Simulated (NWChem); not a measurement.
ZnH$_{2}$; SMILES [ZnH2]

```xyz
3

Zn     0.0000     0.0000     0.0000
H      0.0000     0.0000    -1.5411
H      0.0000     0.0000     1.5411
```
Atoms are numbered in this order, from 1.

Program: NWChem. Structure relaxed at the B3LYP/6-31G* (spherical d) level. GIAO values for the isolated, static molecule; σ is the absolute isotropic shielding, δ = σ(reference) − σ with the isolated reference molecule computed at the same levels (1H: tetramethylsilane).

For level KT2/pcSseg-1:

| Item | Result |
|---|---|
| δ H2 (ppm) | 4.45 |

Task: How do the values read with level PBE0/pcSseg-1 instead?

Result: The δ H2 (ppm) is 4.33.
